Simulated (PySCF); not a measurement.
Run record: geometry optimisation, `FC(Cl)(Cl)C#[C][GeH3]`.

Method: PBE0-D3(BJ)/def2-SVP geometry optimisation, gas phase (PySCF 2.14.0). Start geometry: GFN2-xTB. The input is one job of a driver script: a line of settings, then coordinates in Å.

Command:
```bash
OMP_NUM_THREADS=1 python probes_run.py task.json out
```

Input:
```
{"job": {"xc": "PBE0", "basis": "def2-SVP", "d3": "d3bj", "grid": 1, "shake": 0.01, "kind": "geom"}, "charge": 0, "multiplicity": 1}
F      2.766510    -0.921200    -0.766990
C      2.178670    -0.002430     0.065340
Cl     2.715750    -0.392120     1.720480
Cl     2.831760     1.627910    -0.389670
C      0.743360    -0.026330    -0.007410
C     -0.462340    -0.028560    -0.051250
Ge    -2.346040    -0.067320    -0.138310
H     -2.850620     0.216830     1.225700
H     -2.752280    -1.414790    -0.587900
H     -2.774340     0.987080    -1.091060
```

Output:
```
step   0  E = -3211.77183411  max force = 0.026879
step   1  E = -3211.77593789  max force = 0.007934
step   2  E = -3211.77646991  max force = 0.002688
step   3  E = -3211.77657193  max force = 0.001360
step   4  E = -3211.77662068  max force = 0.000983
step   5  E = -3211.77662943  max force = 0.000486
step   6  E = -3211.77663093  max force = 0.000239
optimisation converged
```

Energies in Eh; «max force» is the largest Cartesian gradient component in Eh/bohr.

Q: Give the first gradient maximum in eV/Å.

A: With 1 Eh/bohr = 51.422 eV/Å, 1.382 eV/Å.

Q: How much energy does the optimisation release, in eV?

A: E(step 0) − E(last step) = 0.004797 Eh, which is 0.131 eV.

Summary of the converged run: final energy -3211.77663 Eh after 6 steps; dipole 2.37 D.

Q: Where do the atoms end?

A: 0.042 Å rms from the input after alignment:
```
atom  x, y, z in Å
F1     2.7016   -0.9539   -0.8509
C2     2.2197   -0.0456    0.0080
Cl3    2.8055   -0.4624    1.6395
Cl4    2.8524    1.5522   -0.4658
C5     0.7665   -0.0301   -0.0097
C6    -0.4489   -0.0259   -0.0351
Ge7   -2.3558   -0.0165   -0.0701
H8    -2.8531    0.2926    1.3471
H9    -2.8277   -1.4025   -0.5257
H10   -2.8096    1.0657   -1.0573
```

Time: 1.9 min of wall time; peak memory 0.56 GiB. Hardware: Arm Neoverse V1, one thread (shared host).
Labels such as C1 count atoms from 1, the log's own numbers from 0.
